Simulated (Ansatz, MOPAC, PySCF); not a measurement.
Complex: N2 (SMILES N#N) (first 2 atoms) with CH3Cl (SMILES CCl); geometry from B3LYP-D3(BJ)/def2-TZVP, rigid monomers moved along the line of their centres of mass till N1···C3 is 3.12 Å.
(charge 0, multiplicity 1):
```json
[
 {"atom": "N", "x (Å)": "0.2185", "y (Å)": "-0.3765", "z (Å)": "-0.1640"},
 {"atom": "N", "x (Å)": "1.1023", "y (Å)": "0.0834", "z (Å)": "-0.6076"},
 {"atom": "C", "x (Å)": "-0.8906", "y (Å)": "-0.6882", "z (Å)": "2.7324"},
 {"atom": "Cl", "x (Å)": "0.4951", "y (Å)": "0.4335", "z (Å)": "2.9413"},
 {"atom": "H", "x (Å)": "-0.5035", "y (Å)": "-1.6550", "z (Å)": "2.4261"},
 {"atom": "H", "x (Å)": "-1.4104", "y (Å)": "-0.7664", "z (Å)": "3.6824"},
 {"atom": "H", "x (Å)": "-1.5453", "y (Å)": "-0.2829", "z (Å)": "1.9675"}
]
```

Monomers are frozen at their geometry in the pair; levels with a basis set take the counterpoise correction.

Rows in 6-31G* carry no dispersion term and start afresh at each structure (6-31G* with six Cartesian d functions). MP2/6-31G* freezes PySCF's default core. The state that PM3 reach isn't checked.

Run with Ansatz (Gaussian orbitals); MOPAC for PM3 (differences of heats of formation); PySCF for 6-31G* rows, the dispersion terms. Values without a source in brackets are computed.

Task: One of these levels gives 4.1 meV for the interaction energy. Name it.
A) MP2/6-31G*
B) PM3
C) PBE-D4/def2-TZVPPD
D) r2SCAN/def2-TZVPPD

Result: D, r2SCAN/def2-TZVPPD. The others give 69.2 (PM3), -11.9 (PBE-D4/def2-TZVPPD), 27.0 (MP2/6-31G*)

Ansatz is a program for electronic structure.
